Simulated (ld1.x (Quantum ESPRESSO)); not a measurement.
## chlorine: excitation energies, all-electron against TM

ld1.x (Quantum ESPRESSO) 7.5 input, shortened:

```
&input
   title='Cl', zed=17., rel=1, dft='PBE', iswitch=3,
   config='[Ne] 3s2 3p5'
 /
 &inputp
   pseudotype=2, tm=.true., lloc=1,
   nlcc=.true., new_core_ps=.true.
 /
2
3S  1  0   2.00   0.00  1.10  1.10  0.0
3P  2  1   5.00   0.00  1.45  1.45  0.0
 &test
   configts(1)='3s2 3p5'
 /
```

Energies are relative to the spin-unpolarised reference configuration 3s2 3p5; without spin polarisation the order of configurations can differ from experiment.

Q: Give the all-electron excitation energy and the error of the potential for: 3s2 3p4; 3s2 3p3; 3s2 3p2; 3s2 3p4.5; 3s1 3p6; 3s2 3p1; 3s1 3p5.

A:

```json
{"valence configuration": "3s2 3p4", "charge": "+1", "ΔE all-electron (eV)": "13.875", "error AE − PS (meV)": "+2.6"}
{"valence configuration": "3s2 3p3", "charge": "+2", "ΔE all-electron (eV)": "39.322", "error AE − PS (meV)": "+22"}
{"valence configuration": "3s2 3p2", "charge": "+3", "ΔE all-electron (eV)": "77.630", "error AE − PS (meV)": "+78"}
{"valence configuration": "3s2 3p4.5", "charge": "+0.5", "ΔE all-electron (eV)": "5.583", "error AE − PS (meV)": "+0.2"}
{"valence configuration": "3s1 3p6", "charge": "0", "ΔE all-electron (eV)": "12.153", "error AE − PS (meV)": "-1.4"}
{"valence configuration": "3s2 3p1", "charge": "+4", "ΔE all-electron (eV)": "129.873", "error AE − PS (meV)": "+197"}
{"valence configuration": "3s1 3p5", "charge": "+1", "ΔE all-electron (eV)": "26.584", "error AE − PS (meV)": "+2.6"}
```
